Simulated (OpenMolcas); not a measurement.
Tc2+ among 6 point charges of -1.7 e arranged as an octahedron (Oh).

| Property | Result |
| --- | --- |
| Program | OpenMolcas |
| Method | CASSCF |
| Basis | ANO-RCC-VDZP [6s5p3d1f] |
| Scalar Hamiltonian | DKH2, point nucleus |
| Active space | 5 electrons in 5 orbitals (4d) |
| State averaging | 2S+1 = 6 even, 1 root; 2S+1 = 4 even, 24 roots; 2S+1 = 2 even, 75 roots |
| Spin-orbit coupling | state interaction with AMFI integrals over the reference wave functions |

All point charges move together. At R = 2.05 Å |10Dq| is 11482 cm-1, and at R = 2.37 Å it is 6255 cm-1.

Task: A third run gives 9270 cm-1. What distance was it run at?

Result: With a power law R^-n the two known points give n = -ln(6255 / 11482) / ln(2.37 / 2.05) = 4.19. Then R = 2.05 × (11482 / 9270)^(1/4.19) = 2.157 Å. The run was at 2.16 Å, so the estimate is off by -0.003 Å.

Without dynamic correlation the repulsion within the d shell is too large (B by tens of per cent), so at a given field states of lower spin stand too high. Point charges give a weaker field than real ligands, and real ions of this kind are as a rule low spin; the high spin found here belongs to the model. Point charges carry no covalency, so the field is a model and not that of real ligands. No measured value stands beside these numbers.
